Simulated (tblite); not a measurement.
Compound: C7H13N3.
SMILES with atom numbers: `[CH3:1][C:2]([CH3:3])([CH3:4])[CH2:5][n:6]1[cH:7][n:8][n:9][cH:10]1` (hydrogens: H11, H12, H13 on C1; H14, H15, H16 on C3; H17, H18, H19 on C4; H20, H21 on C5; H22 on C7; H23 on C10)

Structure used (GFN2-xTB), in Å, numbered top down from 1:
```
atom  x, y, z in Å
C1    -1.2429    0.0172    1.2128
C2    -0.8780   -0.0305   -0.2717
C3    -0.6709    1.3919   -0.7937
C4    -2.0009   -0.7102   -1.0585
C5     0.4064   -0.8669   -0.4778
N6     1.5516   -0.3403    0.2096
C7     1.9665   -0.5945    1.4813
N8     3.0194    0.1080    1.7702
N9     3.3262    0.8467    0.6919
C10    2.4539    0.5789   -0.2318
H11   -2.1698    0.5683    1.3516
H12   -0.4664    0.5157    1.7893
H13   -1.3812   -0.9860    1.6111
H14   -0.3946    1.3825   -1.8462
H15   -1.5888    1.9650   -0.6880
H16    0.1099    1.9028   -0.2342
H17   -2.1638   -1.7248   -0.7018
H18   -1.7587   -0.7538   -2.1182
H19   -2.9285   -0.1557   -0.9429
H20    0.2334   -1.8862   -0.1195
H21    0.6403   -0.9105   -1.5458
H22    1.4893   -1.2930    2.1372
H23    2.4428    1.0026   -1.2147
```

Computed with GFN2-xTB (tblite): harmonic, unscaled wavenumbers at the GFN2-xTB geometry, gas phase. This tight-binding method is rough: wavenumbers can miss measured ones by several per cent, in bad cases by 10 to 20. One conformer, not necessarily the lowest.

Harmonic wavenumbers (cm⁻¹): 50.1, 94.2, 99.5, 194.9, 241.1, 253.0, 266.0, 277.2, 317.0, 353.5, 397.9, 415.9, 479.8, 628.8, 675.3, 756.9, 795.6, 819.4, 820.2, 916.4, 936.3, 943.1, 967.2, 967.4, 970.6, 1038.6, 1045.6, 1048.5, 1075.2, 1121.7, 1162.1, 1185.2, 1234.2, 1259.0, 1284.6, 1332.4, 1350.8, 1411.3, 1412.5, 1413.5, 1434.1, 1454.8, 1484.1, 1485.7, 1491.8, 1493.9, 1494.4, 1508.8, 1510.0, 1513.3, 2955.5, 2963.2, 3025.3, 3029.9, 3031.4, 3033.3, 3034.2, 3035.9, 3044.2, 3046.1, 3049.9, 3184.6, 3186.0.

A = 2970, B = 856.3, C = 801.9 MHz; mass 139.111 u (most abundant isotopes); point group Cs, symmetry number 1.

Problem. What is the zero-point energy?

Solution. ½Σν̃ = 43251 cm⁻¹ = 123.66 kcal/mol.

Problem. Give the ideal-gas entropy at 350 K and 1 bar in the rigid-rotor, harmonic-oscillator model (classical rotation).

Solution. Translation 41.52, rotation 29.92, vibration 34.61: S = 106.1 cal/(mol K).

Problem. And Cp and H(350 K) − H(0)?

Solution. Cp = 47.42 cal/(mol K), of which vibrations give 39.47 (their classical limit is 63 R = 125.2); H(350 K) − H(0) = 9.40 kcal/mol without the zero-point energy, 6.62 from vibrations.

Problem. How do the functions run with temperature in this model?

Solution. 
| T (K) | S (cal/(mol K)) | Cp (cal/(mol K)) | H − H(0) (kcal/mol) | G − H(0) (kcal/mol) | ln q(vib) |
| --- | --- | --- | --- | --- | --- |
| 100 | 68.8 | 18.4 | 1.25 | -5.64 | 1.42 |
| 200 | 85.1 | 29.5 | 3.66 | -13.36 | 3.91 |
| 300 | 99.2 | 41.2 | 7.18 | -22.59 | 6.55 |
| 500 | 125.9 | 64.4 | 17.83 | -45.13 | 12.04 |
| 800 | 161.7 | 87.6 | 40.93 | -88.42 | 20.36 |
| 1000 | 182.4 | 97.7 | 59.52 | -122.87 | 25.68 |

q(vib) and H(0) count from the zero-point level.

Problem. Blend soft modes into free rotors: weight 1/[1 + (100 cm⁻¹/ν̃)⁴] for the oscillator and the rest for a rotor with moment μB/(μ + B), μ = h/(8π²ν), B = 10⁻⁴⁴ kg m². What vibrational entropy results?

Solution. 32.44 cal/(mol K) in place of 34.61, which changes −T·S at 350 K by +0.76 kcal/mol.

Problem. What must be added to the electronic energy to get the Gibbs energy at 350 K and 1 bar?

Solution. ZPE + [H(350 K) − H(0)] − T·S = 123.66 + 9.40 − 37.12 = 95.94 kcal/mol.

Problem. Which modes carry the vibrational entropy at 350 K?

Solution. 50.1 cm⁻¹: 5.13; 94.2 cm⁻¹: 3.88; 99.5 cm⁻¹: 3.78; 194.9 cm⁻¹: 2.48; 241.1 cm⁻¹: 2.08; 253.0 cm⁻¹: 2.00 cal/(mol K); the other 57 give 15.26 together.

Hindered rotation and anharmonicity are outside this model. Other conformers, if any are populated, would add a mixing term that is left out.

On one thread of an Arm Neoverse V1, shared host with 32 logical CPUs at a one-minute load of 20, this took 1.0 s of wall time. The figure is for the frequency step alone.
